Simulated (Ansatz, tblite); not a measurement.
Forces on `CC1(C)c2ccccc2-c2ccccc21` at its PBE0-D4/def2-SVP geometry. Total charge 0; singlet.

The xTB rows come from tblite.

GFN2-xTB (tblite), largest force 0.43 eV/Å:

```xyz
29
positions Å, forces eV/Å
C     0.088    0.527    2.361   -0.048    0.056    0.398
C     0.594    0.487    0.915   -0.082   -0.066   -0.122
C     1.968    1.159    0.805    0.350    0.192    0.067
C     0.636   -0.937    0.388    0.138   -0.291    0.059
C     1.383   -2.012    0.851   -0.042   -0.001   -0.056
C     1.265   -3.247    0.208   -0.107    0.095   -0.077
C     0.409   -3.402   -0.884    0.046    0.126    0.088
C    -0.342   -2.325   -1.354    0.038   -0.027    0.043
C    -0.225   -1.093   -0.712   -0.022   -0.095   -0.079
C    -0.873    0.192   -0.976   -0.083    0.006   -0.094
C    -1.803    0.566   -1.946   -0.005    0.057    0.027
C    -2.261    1.882   -1.965    0.107   -0.005    0.119
C    -1.797    2.811   -1.030    0.029   -0.156   -0.033
C    -0.865    2.436   -0.058   -0.020   -0.051   -0.042
C    -0.406    1.125   -0.034   -0.145    0.287   -0.065
H    -0.898    0.046    2.447    0.346    0.157   -0.086
H    -0.005    1.567    2.713    0.032   -0.381   -0.178
H     0.786    0.004    3.033   -0.249    0.174   -0.292
H     2.337    1.134   -0.231   -0.177   -0.019    0.346
H     1.914    2.211    1.127   -0.026   -0.399   -0.132
H     2.704    0.648    1.446   -0.306    0.155   -0.245
H     2.055   -1.902    1.707   -0.264   -0.039   -0.336
H     1.848   -4.101    0.564   -0.224    0.329   -0.136
H     0.329   -4.374   -1.376    0.031    0.370    0.190
H    -1.011   -2.448   -2.210    0.257    0.055    0.334
H    -2.168   -0.159   -2.678    0.147    0.276    0.286
H    -2.990    2.192   -2.719    0.278   -0.117    0.288
H    -2.165    3.839   -1.060    0.141   -0.396    0.014
H    -0.508    3.170    0.669   -0.138   -0.290   -0.285
```

r2SCAN-D4/def2-TZVP (Ansatz), largest force 0.33 eV/Å:

```
C -0.079 0.025 0.323
C -0.042 -0.033 -0.060
C 0.296 0.153 0.010
C 0.051 -0.199 -0.008
C 0.043 0.065 0.071
C 0.062 -0.111 0.045
C -0.012 -0.085 -0.070
C -0.064 -0.035 -0.081
C -0.001 -0.002 -0.019
C -0.009 -0.010 -0.010
C -0.053 -0.057 -0.076
C -0.069 0.014 -0.085
C -0.048 0.125 -0.011
C 0.061 0.019 0.085
C -0.114 0.148 -0.086
H 0.232 0.111 -0.031
H 0.025 -0.234 -0.096
H -0.152 0.116 -0.168
H -0.096 0.001 0.240
H -0.004 -0.244 -0.073
H -0.181 0.106 -0.144
H -0.156 -0.025 -0.201
H -0.152 0.218 -0.094
H 0.022 0.249 0.130
H 0.162 0.020 0.206
H 0.084 0.181 0.171
H 0.187 -0.078 0.195
H 0.092 -0.266 0.007
H -0.083 -0.171 -0.171
```

PBE0-D4/def2-TZVP (Ansatz), largest force 0.31 eV/Å:

```
C -0.039 0.017 0.183
C -0.043 -0.035 -0.062
C 0.166 0.087 0.012
C -0.028 -0.200 -0.102
C -0.051 0.024 -0.059
C -0.027 0.035 -0.003
C 0.002 0.060 0.006
C 0.036 0.012 0.058
C 0.112 -0.100 0.077
C -0.033 0.162 0.031
C 0.022 0.040 0.053
C 0.041 -0.030 0.030
C 0.020 -0.038 0.005
C -0.008 -0.074 -0.035
C -0.147 0.058 -0.162
H 0.251 0.121 -0.032
H 0.026 -0.256 -0.099
H -0.168 0.127 -0.177
H -0.103 0.001 0.261
H 0.001 -0.264 -0.079
H -0.193 0.119 -0.157
H -0.180 -0.031 -0.232
H -0.166 0.239 -0.102
H 0.023 0.272 0.141
H 0.183 0.023 0.231
H 0.094 0.204 0.192
H 0.205 -0.085 0.213
H 0.101 -0.291 0.008
H -0.097 -0.196 -0.198
```
